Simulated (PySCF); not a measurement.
Gas-phase reaction: 2 GeH₃ + 4 GeHCl₃ + H₂ ⇌ 6 GeH₂Cl₂

Method: PySCF energies plus ideal-gas RRHO corrections (1 bar). † marks an energy on the PBE0/def2-TZVP geometry and frequencies; other levels use their own. MP2 and CCSD(T) freeze the core. 6-31G* has spherical d functions here. Open shells (unrestricted): GeH₃ (multiplicity 2); the rest are closed-shell singlets. B3LYP is the form with VWN-RPA correlation. Ge: all electrons, no relativistic terms. GeH₃: computed as isolated molecules; such fragments, hydroxides, amides, oligomers or adducts are transient or little studied in the gas. MP2 isn't extrapolated to the basis-set limit. CCSD(T) isn't extrapolated to the basis-set limit.

```csv
level,"ΔH°(298 K), kJ"
B3LYP/6-31G*,___
CCSD(T)/def2-SVP†,___
HF/6-31G*,___
HF/def2-TZVP†,-241
M06-2X/def2-TZVP†,-255
MP2/def2-SVP†,-255
MP2/def2-TZVPP†,-273
r2SCAN/def2-TZVP†,___
ωB97X-V/def2-TZVP†,-295
```

### Question
Complete the blanks.

### Answer

- B3LYP/6-31G*, ΔH°(298 K), kJ: -273
- CCSD(T)/def2-SVP†, ΔH°(298 K), kJ: -258
- HF/6-31G*, ΔH°(298 K), kJ: -256
- r2SCAN/def2-TZVP†, ΔH°(298 K), kJ: -256
